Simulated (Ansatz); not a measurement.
Gas-phase reaction R1 → P1 + P2, each structure at its B3LYP-D3(BJ)/def2-TZVP stationary point, reached from a drawn start (curvature not checked).
R1: C2H2 (SMILES C#C), charge 0, multiplicity 1.
P1, C2H (SMILES [C]#C) (charge 0, multiplicity 2):
```xyz
3

H      0.0000     0.0000    -1.1095
C      0.0000     0.0000    -0.0453
C      0.0000     0.0000     1.1547
```
P2: H atom, charge 0, multiplicity 2.

| level | reaction energy (kcal/mol) |
|---|---|
| HF/cc-pVTZ | 108.33 |
| SVWN5/def2-TZVPP | 150.60 |
| revPBE/def2-TZVPP | 135.36 |
| r2SCAN/def2-TZVPP | 136.05 |
| B3LYP/def2-TZVPP | 140.41 |
| PBE0/def2-TZVPP | 137.67 |
| BHLYP/def2-TZVPP | 139.33 |
| wB97X-V/def2-TZVPP | 141.63 |
| wB97M-V/def2-TZVPP | 142.40 |
| MP2/cc-pVDZ | 143.54 |
| MP2/cc-pVTZ | 150.17 |
| MP2/CBS(cc-pVTZ, cc-pVQZ) | 153.11 |
| SCS-MP2/cc-pVDZ | 146.52 |
| SCS-MP2/cc-pVTZ | 154.27 |
| SCS-MP2/cc-pVQZ | 156.35 |
| CCSD/cc-pVDZ | 131.81 |
| CCSD/cc-pVQZ | 138.25 |
| CCSD(T)/cc-pVDZ | 132.54 |
| CCSD(T)/cc-pVTZ | 138.28 |
| CCSD(T)/CBS(cc-pVTZ, cc-pVQZ) | 140.05 |

P less R. No zero-point or thermal terms; singlets are restricted closed shells; open shells are unrestricted.

Cores are frozen in the correlated methods. CBS(a, b) extrapolates the correlation energy as X⁻³ and adds the Hartree–Fock energy of set b.

Doubts at one or more of the structures used: a spin-contaminated determinant (HF/cc-pVTZ, MP2/cc-pVDZ, MP2/cc-pVTZ, MP2/CBS(cc-pVTZ, cc-pVQZ), SCS-MP2/cc-pVDZ, SCS-MP2/cc-pVTZ, SCS-MP2/cc-pVQZ, CCSD/cc-pVDZ, CCSD/cc-pVQZ, CCSD(T)/cc-pVDZ, CCSD(T)/cc-pVTZ, CCSD(T)/CBS(cc-pVTZ, cc-pVQZ)); T1 above 0.05 (CCSD/cc-pVDZ, CCSD/cc-pVQZ, CCSD(T)/cc-pVDZ, CCSD(T)/cc-pVTZ, CCSD(T)/CBS(cc-pVTZ, cc-pVQZ)).

Run with Ansatz (Gaussian basis) for Hartree–Fock, density functionals and correlated methods. No computed number here is a measurement.

Ansatz is a quantum-chemistry and plane-wave program.
